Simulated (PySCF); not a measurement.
`CO[Si@H](Cl)OC(C)=O`: 4 charge schemes on one density

Species: C3H7ClO3Si.
Z-matrix (Å and degrees, GFN2-xTB geometry), rows numbered from 1:
```
C 
O   1  1.3992
Si  2  1.6092  1  128.34
Cl  3  2.0039  2  111.52  1   -55.45
O   3  1.6424  2   97.84  1  -169.97
C   5  1.3326  3  126.23  2  -161.69
C   6  1.5019  5  112.28  3  -176.52
O   6  1.1990  5  122.51  3     3.02
H   1  1.0915  2  110.77  3    52.75
H   1  1.0913  2  110.37  3   -67.78
H   1  1.0892  2  107.76  3   172.70
H   3  1.4495  2  113.74  1    70.20
H   7  1.0856  6  110.25  5   -26.44
H   7  1.0890  6  108.38  5    92.60
H   7  1.0863  6  109.75  5  -149.14
```

Density: PBE0/pcSseg-1 (PySCF); schemes: Mulliken, IAO, Hirshfeld and ESP-fitted. One conformer (not necessarily the lowest) at the GFN2-xTB geometry, without solvent, vibrations or thermal averaging.

**Question.** Do the Mulliken, IAO, Hirshfeld and ESP-fitted schemes agree on where the charge is highest?

**Answer.** The schemes don't all agree: Mulliken Si3 (+1.022); IAO Si3 (+1.318); Hirshfeld Si3 (+0.454); ESP-fitted C6 (+0.938).

**Question.** At which atom do the 4 schemes differ most?

**Answer.** At Si3: from +0.454 (Hirshfeld) to +1.318 e (IAO), 0.864 e apart.

**Question.** For which atoms does the sign change between the 4 schemes (beyond +0.03 e in one, beyond −0.03 e in another)?

**Answer.** For none.

**Question.** What partial charge does each atom carry?

**Answer.** In e:

```
atom                               environment  Mulliken     IAO  Hirshfeld  ESP-fitted
  C1                            methoxy carbon    -0.010  -0.200     -0.030      -0.170
  O2                        silyl ether oxygen    -0.602  -0.634     -0.226      -0.287
 Si3                    chlorine-bound silicon    +1.022  +1.318     +0.454      +0.581
 Cl4                    silicon-bound chlorine    -0.310  -0.307     -0.108      -0.161
  O5  oxygen singly bound to a carbonyl carbon    -0.554  -0.591     -0.189      -0.505
  C6                           carbonyl carbon    +0.409  +0.544     +0.227      +0.938
  C7          methyl carbon next to a carbonyl    -0.244  -0.477     -0.119      -0.646
  O8                           carbonyl oxygen    -0.400  -0.453     -0.260      -0.580
  H9                           methyl hydrogen    +0.107  +0.137     +0.039      +0.102
 H10                           methyl hydrogen    +0.105  +0.135     +0.045      +0.105
 H11                           methyl hydrogen    +0.126  +0.161     +0.055      +0.123
 H12                             Si–H hydrogen    -0.091  -0.153     -0.067      -0.040
 H13                           methyl hydrogen    +0.143  +0.170     +0.054      +0.179
 H14                           methyl hydrogen    +0.154  +0.178     +0.065      +0.187
 H15                           methyl hydrogen    +0.143  +0.173     +0.059      +0.174
```

Mean size of the charges over all atoms: IAO 0.375 e, ESP-fitted 0.318 e, Mulliken 0.295 e, Hirshfeld 0.133 e. Each set sums to the total charge, 0, to within 0.001 e. The ESP scheme fits charges at the nuclei, held to the total charge, to the electrostatic potential on points at 1.4 to 2.0 times the van der Waals radii.

**Question.** How closely do the schemes follow one another over all atoms?

**Answer.** Correlation coefficient and root-mean-square difference: Mulliken with IAO 0.99, 0.118 e; IAO with Hirshfeld 0.98, 0.315 e; Mulliken with Hirshfeld 0.98, 0.223 e; Hirshfeld with ESP-fitted 0.87, 0.269 e; IAO with ESP-fitted 0.86, 0.246 e; Mulliken with ESP-fitted 0.83, 0.234 e.

**Question.** Sum the charges by element, for elements with more than one atom.

**Answer.** 
```
element  atoms  Mulliken     IAO  Hirshfeld  ESP-fitted
      C      3    +0.155  -0.133     +0.078      +0.123
      O      3    -1.555  -1.678     -0.674      -1.372
      H      7    +0.688  +0.800     +0.250      +0.830
```

The run behind these numbers computed NMR shieldings as well. On an Arm Neoverse N1 with one thread, no GPU, on a shared host, this took 52 s of wall time and 0.83 GiB of memory at its peak.
